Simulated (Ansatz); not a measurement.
```yaml
crystal:
  periodic: [false, false, false]
  atoms:
    - {symbol: B, position_ang: [-1.105600, -0.701900, -0.820273]}
    - {symbol: C, position_ang: [-0.001004, 0.029322, -0.158792]}
    - {symbol: C, position_ang: [1.018182, -0.642466, 0.866923]}
    - {symbol: Cl, position_ang: [0.640934, 0.344313, -2.070650]}
    - {symbol: C, position_ang: [-0.412663, 1.481652, 0.287202]}
    - {symbol: O, position_ang: [-0.220888, 1.851157, 1.420337]}
    - {symbol: H, position_ang: [-1.192543, -1.718623, -1.039673]}
    - {symbol: H, position_ang: [-2.165212, 0.142565, -1.335367]}
    - {symbol: H, position_ang: [1.337221, -1.681436, 0.309680]}
    - {symbol: H, position_ang: [0.453563, -0.856552, 1.802891]}
    - {symbol: H, position_ang: [1.912710, -0.165899, 0.948024]}
    - {symbol: H, position_ang: [-0.648952, 2.159818, -0.359722]}
basis:
  gaussian: {orbitals: x2c-TZVPPall}
hamiltonian: {xc: {name: LC-wPBE}}
```

```sh
$ ansatz run in.yaml --threads 4 --pin off --events-out ev --progress --plain --max-ram 10444MiB
```

Output, abridged:

```
Functional definition: LC-wPBE
1512 factors; their error is unknown
451 factors; integrals over basis functions are off by at most 2.6e-5 eV
mean field evaluation 1: about -18484.1119 eV, gradient 4.7e1 eV
mean field evaluation 2: about -18483.5276 eV, gradient 5.5e1 eV
mean field evaluation 4: about -18488.4065 eV, gradient 3.1e0 eV
mean field evaluation 8: about -18488.4368 eV, gradient 9.2e-2 eV
mean field evaluation 16: about -18488.4025 eV, gradient 3.9e-4 eV
mean field -18488.40247038 eV, -679.4362588970 hartree, gradient 3.7e-5 eV, S^2 0.000000; 0 other end points of the search recorded, 0 dependent functions left out
reference -18488.40247038 eV, -679.4362588973 hartree; 27, 27 occupied and 254, 254 virtual orbitals, 1512 factors
Total energy: -18488.40247038 eV, -679.4362588973 hartree
Relativity: scalar
```

Hardware: 4 threads of an Arm Neoverse V2 on a shared host. Wall time 3.4 s, peak host memory 0.58 GiB.
